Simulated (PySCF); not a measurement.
Excitation energy of Co by level of theory

Co [Ar] 3d7 4s2 (4F) → Co [Ar] 3d6 4s2 4p1 (high-spin determinant), as a difference of total energies. Computed with PySCF 2.14 in dyall-av2z, with no relativity, point nucleus. Correlated levels: valence: [Ar] frozen; virtual orbitals above 40 to 60 times the deepest correlated orbital energy dropped. The calculations carry no spin-orbit coupling.

```csv
method,excitation energy (cm⁻¹)
UHF,43919
LDA,64708
PBE,63507
PBE0,59431
r2SCAN,61147
HSE06,59579
r2SCAN0,58045
B97-3,60883
MN15,60852
MP2 (valence),54963
SCS-MP2 (valence),55754
```

A first-order spin-orbit estimate (lowest level to lowest level, LS coupling) adds 0.047 eV.

The determinant of the upper state mixes LS terms, which raises its energy above the lowest term, most at the Hartree-Fock and MP2 levels.
